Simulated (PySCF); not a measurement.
## A survey of 17O NMR shifts

No solvent, fast rotation and ring inversion assumed for equivalent nuclei, non-relativistic, one computed conformer. GFN2-xTB structure; shielding tensors at PBE0/pcSseg-1 (GIAO); PySCF 2.14.0 with density-fitted response routines.

Shieldings were converted by a linear fit to measured shifts: 17O (scatter 10.7 ppm rms, 12.2 ppm with the 3 outliers that the fit left out vs liquid water, solution or neat liquid). Occasional misses reach two or three times the rms, and more in compound classes unlike the fitted ones.

(1) Give the 17O shifts of `C=C(Cl)CO[SiH2][SiH](C)C`, `[SiH3]O[SiH2]O[SiH2]P`.

(2) Order these by 17O shift, lowest first.
A. CC(C)[C@@H]1C[SiH2]O[Si@H]1Cl
B. CC/C(=C\[SiH2]OC)[SiH2]Cl
C. [SiH3]O[Si@H](Cl)CC1CCC1

Answers

(1) 
```
                                 compound                environment  δ (ppm)
                 C=C(Cl)CO[SiH2][SiH](C)C     oxygen bonded to C, Si    -27.0
[SiH3:1][O:2][SiH2:3][O:4][SiH2:5][PH2:6]  O4: oxygen bonded to 2 Si     13.1
[SiH3:1][O:2][SiH2:3][O:4][SiH2:5][PH2:6]  O2: oxygen bonded to 2 Si     -2.0
```

(2) B (-41.3 ppm, oxygen bonded to C, Si), C (-0.2 ppm, oxygen bonded to 2 Si), A (31.0 ppm, oxygen bonded to 2 Si, in a 5-membered ring).
